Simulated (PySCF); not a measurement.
Choosing a molecule for a target property.

All species are isolated and taken at one optimised geometry, non-relativistic unless stated. Electronic properties by PySCF.

Dipoles, sizes and rotational constants follow the conformer. The torsions of the flexible species, by atom-mapped SMILES:
- `[CH3:1]/[CH:2]=[C:3](/[CH3:4])[CH2:5][O:6][CH3:7]`: C2–C3–C5–O6 -113°, C3–C5–O6–C7 69°
- `[F:1][SiH2:2][O:3][SiH:4]([SiH3:5])[SiH3:6]`: F1–Si2–O3–Si4 -39°, Si2–O3–Si4–Si5 -64°
- `[CH3:1][CH:2]([CH3:3])[C@@H:4]([CH3:5])[CH:6]=[O:7]`: C1–C2–C4–C5 163°, C2–C4–C6–O7 83°
- `[OH:1][SiH2:2][Si:3]([F:4])([SiH3:5])[SiH3:6]`: O1–Si2–Si3–F4 180°, H–O1–Si2–Si3 180°
- `[CH3:1][O:2][C:3](=[O:4])[O:5][CH:6]1[CH2:7][CH2:8]1`: C1–O2–C3–O4 0°, O2–C3–O5–C6 -179°, C3–O5–C6–C7 148°

**Question.** Wanted: HOMO–LUMO gap between 9.5 eV and 10.7 eV (wB97X-D/def2-SVPD) and static isotropic polarisability below 77 au (wB97X-D/def2-SVPD), at GFN2-xTB geometries. Which candidate meets both?
A. `F[SiH2]O[SiH]([SiH3])[SiH3]`
B. `CC1=PC=C(F)O1`
C. `CC(C)[C@@H](C)C=O`
D. `C(=C(\C)COC)/C`
E. `O[SiH2][Si](F)([SiH3])[SiH3]`
F. `COC(=O)OC1CC1`

**Answer.** C. Computed values:
| species | HOMO–LUMO gap | static isotropic polarisability |
| --- | --- | --- |
| CC1=PC=C(F)O1 | 9.15 eV | 72.3 au |
| O[SiH2][Si](F)([SiH3])[SiH3] | 9.94 eV | 119.7 au |
| CC(C)[C@@H](C)C=O | 10.27 eV | 74.5 au |
| F[SiH2]O[SiH]([SiH3])[SiH3] | 10.46 eV | 112.6 au |
| C(=C(\C)COC)/C | 11.02 eV | 78.6 au |
| COC(=O)OC1CC1 | 12.04 eV | 69.6 au |

**Question.** Wanted: HOMO energy below -9.15 eV (wB97X-D/def2-SVPD) and lowest singlet excitation below 5.7 eV (TDDFT wB97X-D/def2-SVPD), at GFN2-xTB geometries. Which candidate meets both?
A. `F[SiH2]O[SiH]([SiH3])[SiH3]`
B. `Fc1ccccc1`
C. `CC(C)[C@@H](C)C=O`
D. `C/C=C(/C)COC`
E. `Cc1oc(F)cp1`

**Answer.** C. Computed values:
| species | HOMO energy | lowest singlet excitation |
| --- | --- | --- |
| F[SiH2]O[SiH]([SiH3])[SiH3] | -9.75 eV | 5.95 eV |
| CC(C)[C@@H](C)C=O | -9.22 eV | 4.19 eV |
| Fc1ccccc1 | -9.09 eV | 5.52 eV |
| C/C=C(/C)COC | -8.85 eV | 6.83 eV |
| Cc1oc(F)cp1 | -8.43 eV | 5.16 eV |

**Question.** Wanted: smallest rotational constant between 0.9 GHz and 1.2 GHz (GFN2-xTB) and dipole moment below 2 D (wB97X-D/def2-SVPD), at GFN2-xTB geometries. Which candidate meets both?
A. `C/C=C(/C)COC`
B. `O[SiH2][Si](F)([SiH3])[SiH3]`
C. `COC(=O)OC1CC1`
D. `F[SiH2]O[SiH]([SiH3])[SiH3]`
E. `CC(C)[C@@H](C)C=O`

**Answer.** C. Computed values:
| species | smallest rotational constant | dipole moment |
| --- | --- | --- |
| F[SiH2]O[SiH]([SiH3])[SiH3] | 0.711 GHz | 1.27 D |
| O[SiH2][Si](F)([SiH3])[SiH3] | 0.849 GHz | 2.16 D |
| COC(=O)OC1CC1 | 0.971 GHz | 0.65 D |
| C/C=C(/C)COC | 1.484 GHz | 1.45 D |
| CC(C)[C@@H](C)C=O | 1.747 GHz | 2.93 D |

**Question.** Wanted: lowest triplet excitation (Tamm–Dancoff) below 4 eV (TDA wB97X-D/def2-SVPD) and electronic spatial extent ⟨r²⟩ about the centre of nuclear charge below 900 bohr² (wB97X-D/def2-SVPD), at GFN2-xTB geometries. Which candidate meets both?
A. `F[SiH2]O[SiH]([SiH3])[SiH3]`
B. `O[SiH2][Si](F)([SiH3])[SiH3]`
C. `CC(C)[C@@H](C)C=O`
D. `C/C=C(/C)COC`
E. `COC(=O)OC1CC1`

**Answer.** C. Computed values:
| species | lowest triplet excitation (Tamm–Dancoff) | electronic spatial extent ⟨r²⟩ about the centre of nuclear charge |
| --- | --- | --- |
| CC(C)[C@@H](C)C=O | 3.64 eV | 842 bohr² |
| C/C=C(/C)COC | 4.47 eV | 915 bohr² |
| O[SiH2][Si](F)([SiH3])[SiH3] | 4.77 eV | 1603 bohr² |
| F[SiH2]O[SiH]([SiH3])[SiH3] | 5.27 eV | 1689 bohr² |
| COC(=O)OC1CC1 | 6.86 eV | 1222 bohr² |
